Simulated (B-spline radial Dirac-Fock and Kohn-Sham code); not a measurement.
# Successive ionisation energies of mercury: Dirac-Fock against NIST

Method: ΔSCF Dirac-Fock with Breit, self-energy and vacuum polarisation, finite nucleus, configuration average. Computed with a radial B-spline solver. Each value is the difference of the configuration-average energies of two neighbouring ions in their tabulated ground configurations. Electron correlation is not included. NIST's values refer to the lowest levels; many for high charge states are themselves semi-empirical or theoretical. Where a p, d or f shell is open in either ion the computed value averages over both j values and all terms, while the table refers to the lowest levels; that difference holds spin-orbit splitting (largest in heavy or highly charged ions), term energies where several electrons share open shells, and correlation, and it can reach 10 % or more.

```tsv
ion	configuration	computed (eV)	NIST (eV)	kind	NIST − computed (eV)
Hg⁴⁵⁺	[Ar] 3d10 4s2 4p5	2462.7	2412 ± 4	theoretical	-50.66
Hg⁴⁶⁺	[Ar] 3d10 4s2 4p4	2525.0	2478 ± 4	theoretical	-47.04
Hg⁴⁷⁺	[Ar] 3d10 4s2 4p3	2587.9	2539 ± 4	theoretical	-48.89
Hg⁴⁸⁺	[Ar] 3d10 4s2 4p2	2651.2	2745 ± 4	theoretical	+93.79
Hg⁴⁹⁺	[Ar] 3d10 4s2 4p1	2715.0	2815 ± 4	theoretical	+100.00
Hg⁵⁰⁺	[Ar] 3d10 4s2	2981.4	2981 ± 4	theoretical	-0.41
Hg⁵¹⁺	[Ar] 3d10 4s1	3050.4	3049.9 ± 1.5	semi-empirical	-0.53
Hg⁵²⁺	[Ar] 3d10	5094.4	5055 ± 4	theoretical	-39.39
Hg⁵³⁺	[Ar] 3d9	5237.7	5191 ± 5	theoretical	-46.74
Hg⁵⁴⁺	[Ar] 3d8	5382.7	5335 ± 5	theoretical	-47.68
Hg⁵⁵⁺	[Ar] 3d7	5529.2	5490 ± 5	theoretical	-39.19
Hg⁵⁶⁺	[Ar] 3d6	5677.3	5636 ± 5	theoretical	-41.28
Hg⁵⁷⁺	[Ar] 3d5	5826.9	5780 ± 6	theoretical	-46.93
Hg⁵⁸⁺	[Ar] 3d4	5978.2	6041 ± 6	theoretical	+62.84
Hg⁵⁹⁺	[Ar] 3d3	6131.0	6192 ± 7	theoretical	+61.04
Hg⁶⁰⁺	[Ar] 3d2	6285.3	6356 ± 10	theoretical	+70.67
Hg⁶¹⁺	[Ar] 3d1	6441.3	6508 ± 12	theoretical	+66.73
```

Q: Where in this range is the largest relative jump, and why?

A: From Hg⁵¹⁺ (3050.4 eV) to Hg⁵²⁺ (5094.4 eV), a factor of 1.67. The configuration goes from [Ar] 3d10 4s1 to [Ar] 3d10, so the next electron comes out of a deeper subshell.
